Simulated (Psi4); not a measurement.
Psi4 was given this input:
```
memory 2 GB

molecule {
0 3
B    -0.00000000   -0.00000000   -0.73991806
N     0.00000000    0.00000000    0.52851290
}

set {
  basis aug-cc-pvdz
  reference uhf
  stability_analysis check
  scf_type pk
}

energy('scf')
print_variables()
```

### Question
What does this run give for the number of basis functions, total energy, <S^2>?

### Answer

| Item | Result |
|---|---|
| number of basis functions | 46 |
| total energy | -79.0018 Eh |
| <S^2> | 2.032 |

These values belong to the state on which the SCF converged, which isn't shown to be the lowest.
